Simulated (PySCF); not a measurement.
Se(Br)(SMe) (CH3BrSSe), SMILES CS[Se]Br.

Geometry optimised at r2SCAN-D4/def2-SVP. The structure was generated by enumeration, and PubChem lists no compound with its InChIKey, so it may never have been made. Other conformers were not sampled.

The numbers are results of r2SCAN-D4/def2-SVP (PySCF), not measurements.

Frequencies are harmonic and unscaled.

Computed harmonic wavenumbers and intensities:
```
mode  ν (cm⁻¹)  IR (km/mol)  moving atoms (share of kinetic energy)
----  --------  -----------  --------------------------------------
1           73          1.9        C 43 %, Br 23 %, H 18 %, Se 14 %
2          130          0.6                  H 54 %, S 26 %, Br 9 %
3          165          0.7                 H 51 %, S 33 %, Br 10 %
4          223          0.3         C 39 %, H 22 %, S 19 %, Se 19 %
5          256         25.0                        Se 54 %, Br 45 %
6          414         10.9                         S 70 %, Se 27 %
7          686          2.5                  C 58 %, S 31 %, H 12 %
8          951          2.4                          H 82 %, C 16 %
9          958          4.8                          H 78 %, C 18 %
10        1309          4.9                          H 86 %, C 14 %
11        1427         14.0                                  H 96 %
12        1442         11.0                                  H 96 %
13        3043          8.9                                  H 98 %
14        3164          0.3                          H 90 %, C 10 %
15        3181          1.0                          H 90 %, C 10 %
```
